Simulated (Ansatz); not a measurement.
`[Li][S]C` + HI → `[Li][I]` + CH₃SH at 700 K and 1 bar (ligand exchange at a Li–S bond).

Calculated with Ansatz (gas phase, PBE0-D4/def2-TZVP geometries, no zero-point term in ΔE). CCSD(T)/CBS adds triple-zeta CCSD(T) − MP2 to the extrapolated MP2 energy (def2 sets, frozen cores). This one scheme is used for every species. Elements past krypton have def2 core potentials. For I, Li outer-core shells are correlated without core-valence functions, which leaves a few kJ/mol of doubt a bond.

```tsv
species	CCSD(T)/CBS energy (Eh)	H − E (kJ/mol)	S (J/(mol·K))
`[Li][S]C`	-445.16369	147.8	357.8
HI	-298.03592	34.6	231.7
`[Li][I]`	-305.01891	26.7	262.5
CH₃SH	-438.22835	160.2	309.0
```

H − E and S are ideal-gas, rigid-rotor, harmonic terms from PBE0-D4/def2-TZVP, for one conformer and one mirror image of each species. 1 Eh = 2625.50 kJ/mol, R = 8.31446 J/(mol·K).

Question: By hand: ΔE, ΔH, ΔS and ΔG.

Answer: ΔE = (-305.01891) + (-438.22835) − (-445.16369) − (-298.03592) = -0.04765 Eh = -125.1 kJ/mol. Δ(H − E) = 26.7 + 160.2 − 147.8 − 34.6 = 4.5, so ΔH = -120.6 kJ/mol. ΔS = 262.5 + 309.0 − 357.8 − 231.7 = -18.0 J/(mol·K). ΔG = -120.6 − 700 × (-18.0)/1000 = -108.0 kJ/mol.

Question: By hand: the equilibrium constant, and the temperature at which ΔG would vanish if ΔH and ΔS stayed fixed.

Answer: log₁₀ K = −ΔG/(RT ln 10) = 8.1. ΔG = 0 at ΔH/ΔS = 6700 K, far beyond where these terms or the molecules hold.

ΔH outweighs TΔS. A doubt of 5 kJ/mol in ΔE shifts log₁₀ K by 0.4 here. Other conformers and mirror images would add mixing entropy, several J/(mol·K) or more a flexible species. Modes under 60 cm⁻¹, often nearly free rotors, make the harmonic entropy too high. These are equilibria of isolated gas molecules and say nothing of rates. Largest T1 diagnostic: 0.009 (customary marks: 0.02 for closed shells, 0.045 for open ones).
